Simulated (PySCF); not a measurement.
CH4Ge, neutral, multiplicity 1.

```xyz
6

Ge     0.0523    -0.4492     0.0000
H     -1.5349    -0.5914     0.0000
C     -0.0023     1.5351     0.0000
H      0.9911     1.9846     0.0000
H     -0.5575     1.8854     0.8771
H     -0.5575     1.8854    -0.8771
```

Geometry: ωB97X-D3(BJ)/def2-TZVP.

All values below come from HF/pcSseg-2 (PySCF). Non-relativistic, no solvent.

Computed absolute GIAO shielding of each atom: isotropic value and principal components (ppm):
```tsv
atom	σ(iso)	σ11	σ22	σ33	span
Ge1	-102.0	-2743.1	731.9	1705.1	4448.2
H2	19.6	12.3	22.8	23.6	11.2
C3	156.4	88.7	178.4	201.9	113.2
H4	28.3	26.9	27.3	30.8	3.9
H5	30.9	26.1	29.8	36.7	10.7
H6	30.9	26.1	29.8	36.7	10.7
```
